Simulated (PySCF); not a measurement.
# Two-component Hartree-Fock for I²⁶⁺ (iodine, charge +26)

Start: [Ar] 3d9; 3d3/2 filled at m_j = -1/2, +1/2, +3/2; 3d5/2 filled at m_j = -5/2, -3/2, -1/2, +1/2, +3/2, +5/2. Calculated with PySCF 2.14 in an even-tempered Gaussian basis (17 s from 3.7 bohr⁻², ratio 2.8; 12 p from 4.8 bohr⁻², ratio 2.8; 8 d from 4.8 bohr⁻², ratio 2.8; 3 f from 21 bohr⁻², ratio 3): generalised Hartree-Fock with the X2C-1e Hamiltonian and a Gaussian nucleus; one run each with spin-orbit coupling (SO) screened by Boettger's factors, then bare. This is a chosen level, not necessarily the ground level.

| spinor shell | electrons | ε, screened SO (eV) | ε, bare SO (eV) | weight of nominal j (bare SO) | rms radius, bare SO (bohr) |
| --- | --- | --- | --- | --- | --- |
| 1s1/2 | 2 | -34249.2 | -34249.1 | 1.000 | 0.0311 |
| 2s1/2 | 2 | -6141.1 | -6141.1 | 1.000 | 0.127 |
| 2p1/2 | 2 | -5808.2 | -5817.3 | 1.000 | 0.109 |
| 2p3/2 | 4 | -5508.2 | -5504.7 | 1.000 | 0.115 |
| 3s1/2 | 2 | -1922.9 | -1922.9 | 1.000 | 0.327 |
| 3p1/2 | 2 | -1782.4 | -1784.3 | 0.999 | 0.318 |
| 3p3/2 | 4 | -1725.3 | -1724.6 | 0.999 | 0.329 |
| 3d3/2 | 3 | -1493.8 | -1495.7 | 0.990 | 0.297 |
| 3d5/2 | 6 | -1481.4 | -1480.3 | 0.995 | 0.300 |

```tsv
quantity	screened SO	bare SO
E (hartree)	-6764.57753	-6764.69548
M_J	3/2	3/2
⟨J²⟩	3.750	3.750
⟨L²⟩	6.014	6.016
⟨S²⟩	0.764	0.765
```

Each row is a mean over spinors that exchange with the open shell spreads, by up to 15.782 eV (3p1/2).

Breit and QED terms are absent; they matter most for the inner s and p1/2 levels.

Densities and radii are taken from the X2C orbitals without a picture-change correction, which distorts them close to the nucleus.
